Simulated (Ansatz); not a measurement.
C4H3F7 (`FC(F)[C@H](F)[C@@H](F)C(F)(F)F`). The species carries charge 0 and has multiplicity 1. The structure was optimised at the PBE0-D4/def2-TZVP level. It is one conformer, not always the lowest.

```xyz
14

F    -0.795    2.188    1.889
C    -0.001    1.714    0.910
F    -0.210    2.463   -0.200
C    -0.391    0.275    0.608
F    -0.143   -0.465    1.732
C     0.380   -0.264   -0.578
F     1.726   -0.210   -0.335
C     0.018   -1.702   -0.946
F     0.635   -2.050   -2.076
F    -1.302   -1.786   -1.153
F     0.354   -2.576   -0.010
H     1.042    1.814    1.220
H    -1.464    0.246    0.389
H     0.151    0.353   -1.452
```

Problem. What is the dipole moment at r2SCAN/def2-TZVPP? (Best estimate.)

Solution. The calculation gave: 1.27 D, with components (-0.28, 0.94, -0.80) D in this frame, pointing from negative to positive charge.

Problem. And with PBE, B3LYP, ωB97M-V? (Estimate.)

Solution. The calculation gave: PBE 1.21 D, B3LYP 1.31 D, ωB97M-V 1.30 D.

Problem. Give the Mulliken charges with r2SCAN, B3LYP, PBE in def2-TZVPP. (Best estimate.)

Solution. Ansatz gave: 
```csv
atom,r2SCAN,B3LYP,PBE
F1,-0.19,-0.19,-0.14
C2,0.32,0.29,0.22
F3,-0.20,-0.20,-0.16
C4,0.17,0.14,0.11
F5,-0.21,-0.21,-0.17
C6,0.14,0.11,0.07
F7,-0.21,-0.22,-0.17
C8,0.47,0.49,0.36
F9,-0.16,-0.16,-0.12
F10,-0.17,-0.18,-0.13
F11,-0.15,-0.15,-0.11
H12,0.06,0.10,0.08
H13,0.05,0.09,0.07
H14,0.07,0.10,0.09
```

B3LYP here is the variant with VWN-RPA as its local correlation; programs differ in this.
